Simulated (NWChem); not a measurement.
System: AlClF2; SMILES [Al]([F])([Cl])[F]

```xyz
4

Al     0.0000     0.0000     0.4183
F      0.0000    -1.4183     1.2546
F      0.0000     1.4183     1.2546
Cl     0.0000     0.0000    -1.6483
```
Atoms are numbered in this order, from 1.

All runs use the structure optimised with PBE0/def2-SVP.

Symmetry labels are those of C2v in the frame above (b1 and b2, or b-type labels, depend on it).

Q: List the 4 lowest vertical singlet excitations from B3LYP/def2-SVPD, TDA (NWChem).

A: 
| state | energy (eV) | oscillator strength | symmetry | leading excitation (squared amplitude) |
|---|---|---|---|---|
| S1 | 6.70 | 0.021 | b2 | HOMO → LUMO (0.99) |
| S2 | 6.89 | 0.041 | b1 | HOMO−1 → LUMO (0.99) |
| S3 | 7.64 | 0.000 | a2 | HOMO → LUMO+1 (1.00) |
| S4 | 8.09 | 0.000 | a1 | HOMO−1 → LUMO+1 (0.69) |
